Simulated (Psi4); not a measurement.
HO$_{4}$S, charge -1, singlet, geometry from GFN2-xTB (a gas-phase anion, which may not be bound at this level). Base run: CCSD(T)/3-21G (Psi4).

Input for Psi4:
```
memory 2 GB

molecule {
-1 1
  O     1.38992049   -0.28176098   -0.58148330
  S    -0.13445586    0.02400851    0.02026324
  O     0.12119981   -0.01438956    1.45858623
  O    -0.97063154   -1.05348789   -0.46961795
  O    -0.49393968    1.33543365   -0.48378888
  H     1.77890124   -0.27049776    0.28621944
}

set basis 3-21g

energy('ccsd(t)')
print_variables()
```

Variants of this job, named by their change:

```csv
change,ΔE vs base (mEh),MP2 correlation (Eh),CC correlation without the perturbative part (Eh),basis functions,core-seconds (rough)
base,0.000,-0.55577,-0.55426,51,20
puream = on,0.000,-0.55577,-0.55426,51,20
scf_type = pk; mp2_type = conv,0.000,-0.55577,-0.55426,51,20
method = cisd,83.375,-0.55577,-,51,6
method = mp3,37.896,-0.55575,-,51,4
method = mp2,15.443,-0.55575,-,51,4
method = dlpno-mp2,15.631,-0.55556,-,51,7
method = ccsd,16.542,-0.55577,-0.55426,51,10
puream = off,0.000,-0.55577,-0.55426,51,20
method = qcisd(t),-1.434,-0.55577,-,51,10
```

A gas-phase anion may not be bound at this level; its values then depend on the basis.
